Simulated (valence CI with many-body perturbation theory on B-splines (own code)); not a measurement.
Au LVIII: fill in the table

Level of theory: valence CI with perturbative core correlation (CI+MBPT): four valence electrons over a frozen Dirac-Fock core [Ar], a basis of 9 s, 9 p, 10 d, 8 f, 5 g, 3 h, 1 i functions for each j, with the one-electron correlation potential Σ1, the two-electron term Σ2, the three-electron term Σ3, Breit, model QED; selected CI, second order for the rest (own B-spline code, finite nucleus).

The last digits are not significant, and no measured levels were compared; by estimate large intervals hold to a few tenths of a per cent, small ones and those within an open d or f shell to about a per cent. The list stops below the first excitations out of the core. Only levels of the ground parity were solved; by the run's estimate the other parity begins above the list, which can be wrong where configurations are misplaced.

```tsv
Level	E (cm⁻¹)
(3d3/2^4) J=0	0
(3d3/2^3 3d5/2) J=1	724730
(3d3/2^3 3d5/2) J=4	?
(3d3/2^3 3d5/2) J=2	?
(3d3/2^3 3d5/2) J=3	?
(3d3/2^2 3d5/2^2) J=0 [a]	1525000
(3d3/2^2 3d5/2^2) J=2 [a]	1525200
(3d3/2^2 3d5/2^2) J=4 [a]	1548200
(3d3/2^2 3d5/2^2) J=3 [a]	1567300
(3d3/2^2 3d5/2^2) J=5	1595300
(3d3/2^2 3d5/2^2) J=6	1618600
(3d3/2^2 3d5/2^2) J=1	1647400
(3d3/2^2 3d5/2^2) J=3 [b]	1668700
(3d3/2^2 3d5/2^2) J=4 [b]	?
(3d3/2^2 3d5/2^2) J=2 [b]	1692500
(3d3/2^2 3d5/2^2) J=2 [c]	?
(3d3/2^2 3d5/2^2) J=4 [c]	?
(3d3/2^2 3d5/2^2) J=2 [d]	1968100
(3d3/2^2 3d5/2^2) J=0 [b]	2118600
```

Levels are named by their leading jj configuration (3d3/2^4 stands for four electrons in 3d with j = 3/2), which in mixed levels can hold well under half, so a name can repeat and another be missing. Letters in brackets count levels of one name in rising energy.

The levels stand in rising order. What does the calculation give for the missing energies?

(3d3/2^3 3d5/2) J=4 826380; (3d3/2^3 3d5/2) J=2 860570; (3d3/2^3 3d5/2) J=3 888640; (3d3/2^2 3d5/2^2) J=4 [b] 1673700; (3d3/2^2 3d5/2^2) J=2 [c] 1804700; (3d3/2^2 3d5/2^2) J=4 [c] 1851500.
